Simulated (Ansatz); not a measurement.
Born–Oppenheimer molecular dynamics of F5H3OW (10 atoms, charge 0, multiplicity 1). It starts at the highest image of a converged band. Of that band: The profile has 4 maxima (images 1, 3, 6, 8) with wells between them (images 2, 4, 7): this band takes more than one step, which may be the mechanism or a detour left from its start path. A vibrational analysis at the climbing image gives one clearly imaginary mode, 574i cm⁻¹: a first-order saddle point.

Computed with Ansatz 0.2.0, RKS B3LYP/def2-SVP.

```yaml
ensemble: NVE (velocity Verlet)
time_step: 0.5 fs
steps_asked: 200
starting_velocities_drawn_for: 300 K
seed: 9688
```

First frame:

```xyz
10
Properties=species:S:1:pos:R:3
W -0.047 0.169 0.035
O 0.132 -0.090 2.066
H 0.515 -0.870 2.493
F 1.790 -0.199 0.100
F 0.191 1.504 -1.240
F -1.773 0.842 0.161
F -0.831 -1.520 0.220
H 0.215 -0.664 -1.403
F 0.660 1.879 1.239
H 0.577 1.103 2.013
```

(1) How far do the bonds stretch over the last three quarters of this one trajectory? (Pairs bonded in most of those frames.)

Answers

(1) 
| bond | mean (Å) | spread (Å) | shortest | longest |
| --- | --- | --- | --- | --- |
| W1–O2 | 1.934 | 0.031 | 1.86 | 1.98 |
| W1–F4 | 1.880 | 0.036 | 1.81 | 1.93 |
| W1–F5 | 1.865 | 0.013 | 1.85 | 1.89 |
| W1–F6 | 1.874 | 0.025 | 1.83 | 1.91 |
| W1–F7 | 1.888 | 0.007 | 1.88 | 1.90 |
| W1–H8 | 1.691 | 0.017 | 1.66 | 1.72 |
| W1–F9 | 2.563 | 0.110 | 2.35 | 2.69 |
| O2–H3 | 0.971 | 0.003 | 0.96 | 0.98 |
| F9–H10 | 0.956 | 0.050 | 0.87 | 1.05 |

Mean temperature of the second half: 221 K. The conserved energy stayed within 0.26 meV per atom of its start (net change 0.098 meV per atom), so the integration is sound. A run of 0.1 ps of so small a system gives no equilibrium averages. The orbitals stay closed-shell, which can raise the energy where a bond breaks towards radicals; this wasn't checked here.

The run took 16 min on 4 threads of Arm Neoverse N1, with other jobs on the host, peak memory 0.36 GiB.
